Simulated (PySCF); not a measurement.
## How the functional moves excitation energies

C₃H₄GeO.
SMILES: `C#C[C](=O)[GeH3]`

Linear-response calculations in the def2-SVPD basis (PySCF; singlets by full response, triplets Tamm–Dancoff, core orbitals frozen in the response; HF means time-dependent Hartree–Fock). 'Strongest' is the level of largest summed f among the singlets computed (10 roots, of which the last may lack a degenerate partner); it can jump between rows when another state enters that window. S1 is the lowest singlet of each run and needn't be the same state throughout; f(S1) is that of one state. Geometry: PBE0-D3(BJ)/def2-SVP; no solvent, vibrations or thermal averaging. Relativistic effects, spin–orbit coupling among them, are left out although an element past zinc is present.

```tsv
functional	kind	S1 (eV)	f(S1)	strongest (eV)	T1 (eV)	HOMO (eV)	gap (eV)	ionisation energy, ΔSCF (eV)
LDA	LDA	2.82	0.001	6.26	2.33	-6.15	2.55	9.45
PBE	GGA	2.89	0.001	6.26	2.32	-6.00	2.65	9.24
B3LYP	global hybrid, 20% exact exchange	3.11	0.001	6.95	2.54	-7.24	4.68	9.46
PBE0	global hybrid, 25% exact exchange	3.13	0.001	7.18	2.50	-7.48	5.13	9.43
BHandHLYP	global hybrid, 50% exact exchange	3.37	0.001	7.94	2.75	-8.89	7.69	9.44
CAM-B3LYP	range-separated hybrid	3.24	0.001	7.61	2.63	-8.87	7.71	9.57
LC-wPBE	range-separated hybrid	3.28	0.001	8.27	2.61	-10.15	10.14	9.66
HF	Hartree–Fock	3.71	0.002	9.16	3.05	-10.99	12.60	not settled
```

Problem. What does wB97X-D (range-separated hybrid) give?

Solution. S1 (eV) 3.23, f(S1) 0.001, strongest (eV) 7.67, T1 (eV) 2.65, HOMO (eV) -9.35, gap (eV) 8.82, ionisation energy, ΔSCF (eV) 9.52. S1 runs from 2.82 eV (LDA) to 3.71 eV (HF), a spread of 0.89 eV, while the orbital gap spreads over 10.0 eV. Along PBE (0%), B3LYP (20%), PBE0 (25%), BHandHLYP (50%), HF (100%) S1 rises with the share of exact exchange. −ε(HOMO) comes closest to its own ΔSCF ionisation energy with wB97X-D (-0.17 eV) and misses most with LDA (-3.30 eV). 'Not settled' means that the ion's SCF failed to converge or may have ended in another state than the lowest.
